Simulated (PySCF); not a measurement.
CH3FO2Si2, SMILES O=C1O[Si@H](F)[SiH2]1. Heavy atoms are numbered as in [O:1]=[C:2]1[O:3][Si@H:4]([F:5])[SiH2:6]1. Hydrogens are named by the atom that carries them.

The structure is a stationary point at PBE0-D3(BJ)/def2-SVP. The structure was generated by enumeration; whether it is a known compound was not checked.

These are PBE/def2-TZVP (PySCF) values and carry that method's errors.

Atomic charges (e), one atom of each kind:

```json
[
 {"atom": "O1", "Mulliken": "-0.19", "IAO": "(withheld)"},
 {"atom": "C2", "Mulliken": "0.16", "IAO": "0.29"},
 {"atom": "O3", "Mulliken": "-0.21", "IAO": "(withheld)"},
 {"atom": "Si4 (SiH)", "Mulliken": "0.50", "IAO": "(withheld)"},
 {"atom": "F5", "Mulliken": "-0.26", "IAO": "(withheld)"},
 {"atom": "Si6 (SiH2)", "Mulliken": "-0.02", "IAO": "0.29"},
 {"atom": "H on Si4", "Mulliken": "-0.02", "IAO": "-0.12"},
 {"atom": "H on Si6", "Mulliken": "0.02", "IAO": "-0.06"}
]
```

Q: What belongs in the gaps? (The exact figures need the calculation; the answer reports its results.)

A: 
- O1, IAO: -0.36
- O3, IAO: -0.56
- Si4 (SiH), IAO: 1.08
- F5, IAO: -0.50

Q: Give the Mayer and Wiberg (Löwdin basis) orders of the bonds. (Estimate from the structure and the level; the computed values follow.)

A: 
```json
[
 {"bond": "O1–C2", "Mayer": "2.13", "Wiberg": "2.81"},
 {"bond": "C2–O3", "Mayer": "1.08", "Wiberg": "1.62"},
 {"bond": "O3–Si4", "Mayer": "1.05", "Wiberg": "1.35"},
 {"bond": "Si4–F5", "Mayer": "1.16", "Wiberg": "1.75"},
 {"bond": "C2–Si6", "Mayer": "0.89", "Wiberg": "1.00"},
 {"bond": "Si4–Si6", "Mayer": "0.94", "Wiberg": "1.06"}
]
```
